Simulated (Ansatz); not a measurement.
Species: 3-methylselanylprop-1-ene, C4H8Se, charge 0, multiplicity 1. 
Structure (B3LYP-D3(BJ)/def2-TZVP (Ansatz, a program for electronic structure) minimum search):
```
C
H 1 1.0884
H 1 1.0901 2 109.58
C 1 1.4861 2 111.86 3 124.17
C 4 1.3280 1 124.33 2 11.50
H 5 1.0820 4 121.56 1 179.31
H 5 1.0841 6 116.98 4 -179.98
H 4 1.0857 5 119.70 6 0.97
Se 1 1.9885 2 108.48 3 -115.04
C 9 1.9630 1 96.97 2 75.13
H 10 1.0877 9 110.31 1 -60.99
H 10 1.0879 11 110.54 9 -122.15
H 10 1.0880 11 109.44 12 -120.67
```

Total electronic energies in hartree. Correlated levels leave the core frozen unless marked. No spin-orbit coupling. The frozen core is the preceding noble-gas configuration, with the filled d and f shells of earlier blocks. No relativistic terms. Basis-set limits of correlation are two-point, X^-3; Hartree-Fock from the larger set.

```tsv
level	program	energy (Eh)
HF/cc-pVQZ	Ansatz	-2556.05740
BLYP/def2-TZVPD	Ansatz	[?]
BHLYP/def2-TZVPD	Ansatz	-2558.70658
CAM-B3LYP/def2-TZVPD	Ansatz	[?]
B2GP-PLYP-D4/def2-TZVPD	Ansatz + dftd4	-2558.07596
MP2/aug-cc-pVDZ	Ansatz	-2556.63661
SCS-MP2/cc-pVQZ	Ansatz	-2556.95648
CCSD/STO-3G	Ansatz	-2528.11502
CCSD(T)/CBS(cc-pVTZ,cc-pVQZ)	Ansatz	-2557.0701
```

### Question
Some entries are withheld; supply them.

### Answer

- BLYP/def2-TZVPD, energy (Eh): -2558.77282
- CAM-B3LYP/def2-TZVPD, energy (Eh): -2558.85092
